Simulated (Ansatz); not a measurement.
Mulliken charges of `N[Si]([O])(Cl)Cl` radical from B3LYP/def2-TZVPP in Ansatz (PBE0-D4/def2-TZVP geometry).

```json
{"atom": "N1", "x (Å)": "0.430", "y (Å)": "-0.083", "z (Å)": "0.977", "charge (e)": "-0.301"}
{"atom": "Si2", "x (Å)": "-0.272", "y (Å)": "0.056", "z (Å)": "-0.573", "charge (e)": "0.731"}
{"atom": "O3", "x (Å)": "0.783", "y (Å)": "-0.792", "z (Å)": "-1.456", "charge (e)": "-0.342"}
{"atom": "Cl4", "x (Å)": "-2.137", "y (Å)": "-0.739", "z (Å)": "-0.563", "charge (e)": "-0.213"}
{"atom": "Cl5", "x (Å)": "-0.384", "y (Å)": "2.009", "z (Å)": "-1.107", "charge (e)": "-0.214"}
{"atom": "H6", "x (Å)": "1.264", "y (Å)": "0.439", "z (Å)": "1.200", "charge (e)": "0.169"}
{"atom": "H7", "x (Å)": "0.377", "y (Å)": "-0.959", "z (Å)": "1.476", "charge (e)": "0.169"}
```

Question: By hand: the dipole of these point charges (1 e Å = 4.8032 D).

Answer: Σ q r = (0.219, -0.024, 0.594) e Å, of length 0.634 e Å = 3.05 D.

Question: How does the dipole of the full density compare? (Estimate.)

Answer: The calculation gave: (0.151, 0.023, 0.600) e Å, 2.97 D; the point charges give 1.03 times that, at 7° from its direction.

Point charges leave out the atoms' own dipoles, such as those of lone pairs, and Mulliken's split depends on the basis, so the close match here is no proof of good charges.

B3LYP here is the variant with VWN-RPA as its local correlation; programs differ in this.
